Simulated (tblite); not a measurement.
Compound: C4H4F3P.
Atom-mapped SMILES: `[F:1][C:2]([F:3])([F:4])[CH2:5][CH2:6][C:7]#[P:8]` (hydrogens: H9, H10 on C5; H11, H12 on C6)

The geometry is computed with GFN2-xTB (gas phase).

Q: What internal coordinates does the optimisation give?

A: 
| bond | length (bohr) | order |
| --- | --- | --- |
| F1–C2, C2–F3, C2–F4 | 2.536 | single |
| C2–C5 | 2.861 | single |
| C5–C6 | 2.903 | single |
| C6–C7 | 2.731 | single |
| C7≡P8 | 2.931 | triple |
| C5–H9, C5–H10 | 2.063 | single |
| C6–H11, C6–H12 | 2.071 | single |

Bonds in one row agree within 0.02 bohr and their mean is given. Orders are formal, as drawn. A selection of angles:
| angle | degrees |
| --- | --- |
| F1–C2–F3 | 106.5 |
| F1–C2–F4 | 106.4 |
| F1–C2–C5 | 112.4 |
| C2–C5–C6 | 110.9 |
| C2–C5–H9 | 108.0 |
| C6–C5–H9 | 110.6 |
| H9–C5–H10 | 108.8 |
| C5–C6–C7 | 110.6 |
| C5–C6–H11 | 109.5 |
| C7–C6–H11 | 109.6 |
| H11–C6–H12 | 107.9 |
| C6–C7–P8 | 178.6 |

Dihedral angles: F1–C2–C5–C6 -60° (synclinal); C2–C5–C6–C7 180° (antiperiplanar).

Of the pairs four or more bonds apart, F1···H11 is among the closest relative to their van der Waals radii: 2.59 Å, 97 % of the sum of Bondi's values. All 3 C–F bonds measure 1.342 Å. The 3 C–C bonds span 1.445 Å (C6–C7, drawn single) to 1.536 Å (C5–C6, drawn single), a spread of 0.091 Å.

Point group: Cs (tolerance 0.08 Å). Its GFN2-xTB frequencies are all real (lowest 49 cm⁻¹). The numbers are those of one conformer.
